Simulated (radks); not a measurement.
The scandium ion Sc+, 20 electrons, occupied as [Ar] 4s2 (not the ground configuration). Calculated with a radial shooting solver on a logarithmic mesh with Libxc functionals: Dirac Kohn-Sham, PBEsol, spin-unpolarised, spherical densities, point nucleus.

Unscreened Slater integrals over Kohn-Sham orbitals (hartree). Large and small components are both included.

integral            value
F0(4s1/2,4s1/2)   0.28543
F0(4s1/2,3p3/2)   0.36266
G1(4s1/2,3p3/2)  0.025692
F0(4s1/2,3p1/2)   0.36290
G1(4s1/2,3p1/2)  0.025490
F0(4s1/2,3s1/2)   0.36531
G0(4s1/2,3s1/2)  0.017913
F0(3p3/2,3p3/2)   0.78878
F2(3p3/2,3p3/2)   0.39666
F0(3p3/2,3p1/2)   0.79133
G2(3p3/2,3p1/2)   0.39776
F0(3p3/2,3s1/2)   0.81673
G1(3p3/2,3s1/2)   0.54300
F0(3p1/2,3p1/2)   0.79391
F0(3p1/2,3s1/2)   0.81954
G1(3p1/2,3s1/2)   0.54499
F0(3s1/2,3s1/2)   0.84798
